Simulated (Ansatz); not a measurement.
`c1c[se]c(-c2ccc(-c3ccc(-c4ccc(-c5ccc(-c6ccc(-c7ccc[se]7)[se]6)[se]5)[se]4)[se]3)[se]2)c1` with charge +1. Charge 1, multiplicity 2. Geometry PBE-D4/def2-SVP, that of the neutral singlet; atoms count from 1.

Cartesian coordinates in Å:
```
C -12.2262 -1.9744 3.6721
C -12.3203 -1.9982 2.2957
Se -10.6584 -1.7121 1.4932
C -9.9155 -1.5794 3.2321
C -8.5127 -1.3341 3.4570
C -7.8567 -1.1640 4.6770
C -6.4639 -0.9331 4.6096
C -5.9073 -0.9021 3.3287
C -4.5349 -0.6869 2.9640
C -3.4400 -0.5041 3.8133
C -2.1919 -0.3106 3.1811
C -2.1967 -0.3258 1.7843
C -1.1054 -0.1639 0.8714
C -1.1176 -0.1975 -0.5252
C 0.1274 -0.0053 -1.1628
C 1.2250 0.1958 -0.3224
C 2.5970 0.4142 -0.6713
C 3.6997 0.6034 0.1641
C 4.9422 0.7973 -0.4801
C 4.9212 0.7765 -1.8759
C 6.0045 0.9410 -2.7994
C 5.9809 0.9317 -4.1949
C 7.2218 1.1294 -4.8426
C 8.3256 1.3078 -4.0085
C 9.6979 1.5241 -4.3956
C 10.2345 1.5113 -5.6815
C 11.6333 1.7634 -5.7687
C 12.2655 1.9859 -4.5625
Se 11.0647 1.8936 -3.1352
Se 7.7838 1.2124 -2.1962
Se 3.1488 0.4757 -2.4881
Se 0.6639 0.1407 1.4919
Se -3.9665 -0.6117 1.1574
Se -7.2630 -1.2054 2.0402
C -10.9177 -1.7467 4.1859
H -13.1008 -2.1223 4.3219
H -13.2156 -2.1568 1.6829
H -8.3983 -1.2019 5.6327
H -5.8510 -0.7796 5.5092
H -3.5489 -0.5159 4.9070
H -1.2616 -0.1594 3.7498
H -2.0486 -0.3668 -1.0874
H 0.2364 -0.0138 -2.2581
H 3.5978 0.5999 1.2599
H 5.8773 0.9568 0.0781
H 5.0433 0.7839 -4.7521
H 7.3156 1.1507 -5.9374
H 9.6143 1.3104 -6.5663
H 12.1741 1.7785 -6.7260
H 13.3270 2.1960 -4.3858
H -10.7044 -1.7087 5.2634
```

Single mean-field runs in def2-SVP are fitted with def2-universal-jkfit.

Question: Estimate the Mulliken populations of the heavy atoms from the PBE0/def2-SVP orbitals of Ansatz.

Answer: 
```json
{"atom": "C1", "charge (e)": "0.00", "spin (α − β)": "-0.04"}
{"atom": "C2", "charge (e)": "-0.14", "spin (α − β)": "0.09"}
{"atom": "Se3", "charge (e)": "0.24", "spin (α − β)": "0.00"}
{"atom": "C4", "charge (e)": "-0.15", "spin (α − β)": "-0.04"}
{"atom": "C5", "charge (e)": "-0.09", "spin (α − β)": "0.13"}
{"atom": "C6", "charge (e)": "-0.01", "spin (α − β)": "-0.04"}
{"atom": "C7", "charge (e)": "0.00", "spin (α − β)": "0.09"}
{"atom": "C8", "charge (e)": "-0.13", "spin (α − β)": "-0.01"}
{"atom": "C9", "charge (e)": "-0.10", "spin (α − β)": "0.10"}
{"atom": "C10", "charge (e)": "0.00", "spin (α − β)": "0.02"}
{"atom": "C11", "charge (e)": "-0.02", "spin (α − β)": "0.06"}
{"atom": "C12", "charge (e)": "-0.11", "spin (α − β)": "0.04"}
{"atom": "C13", "charge (e)": "-0.11", "spin (α − β)": "0.07"}
{"atom": "C14", "charge (e)": "-0.02", "spin (α − β)": "0.05"}
{"atom": "C15", "charge (e)": "-0.02", "spin (α − β)": "0.04"}
{"atom": "C16", "charge (e)": "-0.11", "spin (α − β)": "0.07"}
{"atom": "C17", "charge (e)": "-0.12", "spin (α − β)": "0.03"}
{"atom": "C18", "charge (e)": "-0.01", "spin (α − β)": "0.07"}
{"atom": "C19", "charge (e)": "-0.02", "spin (α − β)": "0.01"}
{"atom": "C20", "charge (e)": "-0.10", "spin (α − β)": "0.10"}
{"atom": "C21", "charge (e)": "-0.12", "spin (α − β)": "-0.01"}
{"atom": "C22", "charge (e)": "-0.02", "spin (α − β)": "0.08"}
{"atom": "C23", "charge (e)": "-0.01", "spin (α − β)": "-0.02"}
{"atom": "C24", "charge (e)": "-0.10", "spin (α − β)": "0.12"}
{"atom": "C25", "charge (e)": "-0.15", "spin (α − β)": "-0.04"}
{"atom": "C26", "charge (e)": "-0.01", "spin (α − β)": "0.08"}
{"atom": "C27", "charge (e)": "0.00", "spin (α − β)": "-0.04"}
{"atom": "C28", "charge (e)": "-0.14", "spin (α − β)": "0.09"}
{"atom": "Se29", "charge (e)": "0.24", "spin (α − β)": "0.00"}
{"atom": "Se30", "charge (e)": "0.27", "spin (α − β)": "-0.02"}
{"atom": "Se31", "charge (e)": "0.27", "spin (α − β)": "-0.03"}
{"atom": "Se32", "charge (e)": "0.28", "spin (α − β)": "-0.04"}
{"atom": "Se33", "charge (e)": "0.27", "spin (α − β)": "-0.03"}
{"atom": "Se34", "charge (e)": "0.26", "spin (α − β)": "-0.02"}
{"atom": "C35", "charge (e)": "-0.01", "spin (α − β)": "0.08"}
```
Mulliken values depend strongly on the basis.

Question: Where does the spin sit?

Answer: Summed by element: C 1.19, Se -0.15, H -0.04, of 1 unpaired in all. Largest on single atoms: C5 0.13, C24 0.12, C20 0.10.

Question: And the Mayer bond orders between heavy atoms (over 0.3, the first 40 of 41)?

Answer: C1–C2 1.54 (1.38 Å); C1–C35 1.29 (1.42 Å); C2–Se3 1.18 (1.87 Å); Se3–C4 1.10 (1.90 Å); C4–C5 1.20 (1.44 Å); C4–C35 1.48 (1.39 Å); C5–C6 1.44 (1.40 Å); C5–Se34 1.11 (1.89 Å); C6–C7 1.35 (1.41 Å); C7–C8 1.42 (1.40 Å); C8–C9 1.25 (1.44 Å); C8–Se34 1.08 (1.89 Å); C9–C10 1.40 (1.40 Å); C9–Se33 1.10 (1.90 Å); C10–C11 1.39 (1.41 Å); C11–C12 1.38 (1.40 Å); C12–C13 1.29 (1.43 Å); C12–Se33 1.08 (1.90 Å); C13–C14 1.38 (1.40 Å); C13–Se32 1.09 (1.90 Å); C14–C15 1.40 (1.41 Å); C15–C16 1.38 (1.40 Å); C16–C17 1.29 (1.43 Å); C16–Se32 1.09 (1.90 Å); C17–C18 1.39 (1.40 Å); C17–Se31 1.08 (1.90 Å); C18–C19 1.39 (1.41 Å); C19–C20 1.39 (1.40 Å); C20–C21 1.27 (1.43 Å); C20–Se31 1.10 (1.90 Å); C21–C22 1.41 (1.40 Å); C21–Se30 1.07 (1.90 Å); C22–C23 1.36 (1.41 Å); C23–C24 1.44 (1.40 Å); C24–C25 1.19 (1.44 Å); C24–Se30 1.12 (1.89 Å); C25–C26 1.49 (1.39 Å); C25–Se29 1.10 (1.90 Å); C26–C27 1.29 (1.42 Å); C27–C28 1.54 (1.38 Å).
